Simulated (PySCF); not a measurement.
Identify the unknown among the candidates.

All candidates are C5H7F3O2.

| technique | computed result |
| --- | --- |
| 1H NMR | chemical shifts (computed TMS as zero) by class: 4.01 (1 H), 3.96 (1 H), 3.89 (1 H), 3.84 (1 H), 3.83 (1 H), 3.79 (1 H), 3.70 (1 H) ppm [GIAO PBE0/pcSseg-1] |
| 13C NMR | chemical shifts (computed TMS as zero) by class: 132.1 (1 C), 78.2 (1 C), 70.7 (1 C), 70.0 (1 C), 69.4 (1 C) ppm [GIAO PBE0/pcSseg-1] |
| NMR, other nuclei | isotropic shieldings of nuclei other than C and H, by class: 289 (1 O), 304 (1 O), 265 (3 F) ppm [GIAO PBE0/pcSseg-1] |
| Rotational structure | rotational constants A, B, C: 2.633, 0.927, 0.804 GHz [GFN2-xTB] |
| Dipole | 2.55 D [PBE0/pcSseg-1] |

The electronic properties come from PySCF, for the isolated species, density fitting. Levels stand in brackets. One conformer (not necessarily the lowest) at the GFN2-xTB geometry, without solvent, vibrations or thermal averaging. NMR classes are plain means over equivalent atoms (diastereotopic ones count apart unless rotation or inversion swaps them), as if these changed places fast.

Problem. Which candidate is it?
A. `FC(F)(F)[C@H]1COCCO1`
B. `CC(=O)COC(F)(F)CF`
C. `COC(=O)CCC(F)(F)F`

Solution. A. It is `FC(F)(F)[C@H]1COCCO1`. Numbering: `[F:1][C:2]([F:3])([F:4])[C@H:5]1[CH2:6][O:7][CH2:8][CH2:9][O:10]1`. Its formula, C5H7F3O2, gives 1 degree of unsaturation: 1 ring and 0 π bonds in the structure found. 5 carbons fall into 5 classes; from least to most shielded: CF3 carbon [C2] (132.1 ppm), ring sp3 carbon bound to oxygen [C5] (78.2 ppm), ring sp3 carbon bound to oxygen [C9] (70.7 ppm), ring sp3 carbon bound to oxygen [C8] (70.0 ppm), ring sp3 carbon bound to oxygen [C6] (69.4 ppm). Hydrogen classes from least to most shielded: 1 H on an sp3 carbon bound to oxygen, C6 (4.01 ppm), 1 H on an sp3 carbon bound to oxygen, C5 (3.96 ppm), 1 H on an sp3 carbon bound to oxygen, C9 (3.89 ppm), 1 H on an sp3 carbon bound to oxygen, C9 (3.84 ppm), 1 H on an sp3 carbon bound to oxygen, C6 (3.83 ppm), 1 H on an sp3 carbon bound to oxygen, C8 (3.79 ppm), 1 H on an sp3 carbon bound to oxygen, C8 (3.70 ppm). The other shieldings belong to: 289 ppm, cyclic ether oxygen [O10]; 304 ppm, cyclic ether oxygen [O7]; 265 ppm, fluorine of a CF3 group [F1/F3/F4]. The optimised geometry has point group C1 and is an asymmetric top.

The others, at the same levels:
- `CC(=O)COC(F)(F)CF` fails: its computed 13C shifts are 211.6 (1 C), 128.8 (1 C), 86.0 (1 C), 73.8 (1 C), 29.7 (1 C) ppm, 1H shifts are 4.89 (2 H), 4.55 (2 H), 2.46 (3 H) ppm and smallest rotational constant is 0.723 GHz (against 0.804 GHz).
- `COC(=O)CCC(F)(F)F` fails: its computed 13C shifts are 178.7 (1 C), 135.9 (1 C), 53.8 (1 C), 34.1 (1 C), 31.3 (1 C) ppm, 1H shifts are 3.95 (3 H), 2.68 (2 H), 2.36 (2 H) ppm and rotational constant A is 3.548 GHz (against 2.633 GHz).

Each candidate is one conformer, not necessarily the lowest. Dipoles, sizes and rotational constants follow the conformer. The torsions of the flexible species, by atom-mapped SMILES:
- `[CH3:1][C:2](=[O:3])[CH2:4][O:5][C:6]([F:7])([F:8])[CH2:9][F:10]`: C1–C2–C4–O5 16°, C2–C4–O5–C6 94°, C4–O5–C6–F7 -62°, O5–C6–C9–F10 -54°
- `[CH3:1][O:2][C:3](=[O:4])[CH2:5][CH2:6][C:7]([F:8])([F:9])[F:10]`: C1–O2–C3–O4 0°, O2–C3–C5–C6 -177°, C3–C5–C6–C7 -178°, C5–C6–C7–F8 58°

The conformers of `FC(F)(F)[C@H]1COCCO1` aren't listed.
